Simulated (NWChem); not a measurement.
System: BNH₅ cation; SMILES B[NH3+]

The following NWChem deck was run.

```
start job
memory heap 200 mb stack 900 mb global 1100 mb
charge 1
geometry units angstroms noautoz
  B     -0.001206    -0.927655    -0.014790
  N     -0.001924     0.623202    -0.012228
  H     -1.082640    -1.452702     0.005183
  H      1.084133    -1.445065     0.004062
  H      0.054862     0.938092     0.982478
  H     -0.866201     1.051741    -0.396356
  H      0.823807     1.043832    -0.481879
end
basis spherical
  * library 6-31g*
end
dft
  xc b3lyp
  iterations 150
  mulliken
end
task dft energy
```

Excerpt of the output:

```
             Northwest Computational Chemistry Package (NWChem) 7.3.0
             --------------------------------------------------------

 C1  symmetry detected

                             Geometry "geometry" -> ""
                             -------------------------

 Output coordinates in angstroms (scale by  1.889725989 to convert to a.u.)

  No.       Tag          Charge          X              Y              Z
 ---- ---------------- ---------- -------------- -------------- --------------
    1 B                    5.0000    -0.00083361    -0.91943459    -0.01107492
    2 N                    7.0000    -0.00162574     0.63142425    -0.01021001
    3 H                    1.0000    -1.08224787    -1.44451096     0.00919256
    4 H                    1.0000     1.08452499    -1.43677193     0.00862421
    5 H                    1.0000     0.05488774     0.94740513     0.98416552
    6 H                    1.0000    -0.86582354     1.05950150    -0.39503043
    7 H                    1.0000     0.82420692     1.05157948    -0.48010716

 Effective nuclear repulsion energy (a.u.)      36.1762776965

                                 NWChem DFT Module
                                 -----------------

 Summary of "ao basis" -> "ao basis" (spherical)
 ------------------------------------------------------------------------------
       Tag                 Description            Shells   Functions and Types
 ---------------- ------------------------------  ------  ---------------------
 B                           6-31g*                  6       14   3s2p1d
 N                           6-31g*                  6       14   3s2p1d
 H                           6-31g*                  2        2   2s

            General Information
            -------------------
          SCF calculation type: DFT
          Wavefunction type:  closed shell.
          No. of atoms     :     7
          No. of electrons :    16
           Alpha electrons :     8
            Beta electrons :     8
          Charge           :     1
          Spin multiplicity:     1
          Use of symmetry is: off; symmetry adaption is: off
          Maximum number of iterations: 150
          AO basis - number of functions:    38
                     number of shells:    22
          Convergence on energy requested:  1.00D-06
          Convergence on density requested:  1.00D-05
          Convergence on gradient requested:  5.00D-04

              XC Information
              --------------
                         B3LYP Method XC Potential
                     Hartree-Fock (Exact) Exchange  0.200
                        Slater Exchange Functional  0.800 local
                    Becke 1988 Exchange Functional  0.720 non-local
              Lee-Yang-Parr Correlation Functional  0.810
                  VWN I RPA Correlation Functional  0.190 local

             Grid Information
             ----------------
          Grid used for XC integration:  medium
          Radial quadrature: Mura-Knowles
          Angular quadrature: Lebedev.
          Tag              B.-S. Rad. Rad. Pts. Rad. Cut. Ang. Pts.
          ---              ---------- --------- --------- ---------
          B                   0.85       49           7.0       434
          N                   0.65       49           7.0       434
          H                   0.35       45           9.0       434
          Grid pruning is: on
          Number of quadrature shells:   323
          Spatial weights used:  Erf1

      Superposition of Atomic Density Guess
      -------------------------------------

 Sum of atomic energies:         -81.31098943

 Renormalizing density from      17.00 to     16

      Non-variational initial energy
      ------------------------------

 Total energy =     -78.759948
 1-e energy   =    -169.116738
 2-e energy   =      54.180511
 HOMO         =      -0.699510
 LUMO         =      -0.338104

     ---------------------------------------------
      Total Density - Mulliken Population Analysis
     ---------------------------------------------

    Atom       Charge   Shell Charges
 -----------   ------   -------------------------------------------------------
    1 B    5     4.82   2.00  0.74  1.18  0.52  0.32  0.05
    2 N    7     8.31   2.00  0.90  3.05  0.77  1.57  0.02
    3 H    1     0.83   0.47  0.37
    4 H    1     0.83   0.47  0.37
    5 H    1     0.40   0.34  0.06
    6 H    1     0.40   0.34  0.06
    7 H    1     0.40   0.34  0.06

   convergence    iter        energy       DeltaE   RMS-Dens  Diis-err
 ---------------- ----- ----------------- --------- --------- ---------
 d= 0,ls=0.0,diis     1    -82.2311510962 -1.18D+02  2.47D-02  1.07D+00
 d= 0,ls=0.0,diis     2    -82.1852473132  4.59D-02  1.49D-02  1.41D+00
 d= 0,ls=0.0,diis     3    -82.3385964578 -1.53D-01  1.48D-03  1.10D-02
 d= 0,ls=0.0,diis     4    -82.3397556796 -1.16D-03  3.58D-04  4.09D-04
 d= 0,ls=0.0,diis     5    -82.3398140395 -5.84D-05  4.48D-05  3.13D-06
 d= 0,ls=0.0,diis     6    -82.3398145770 -5.37D-07  5.91D-06  9.03D-08

         Total DFT energy =      -82.339814576961
      One electron energy =     -176.652609917768
           Coulomb energy =       70.681767873185
    Exchange-Corr. energy =      -12.545250228920
 Nuclear repulsion energy =       36.176277696540

 Numeric. integr. density =       16.000005088821

                       DFT Final Molecular Orbital Analysis
                       ------------------------------------

[...]
```

Level: B3LYP/6-31G* (spherical d). All runs use the structure optimised with PBE-D3(BJ)/def2-SVP.
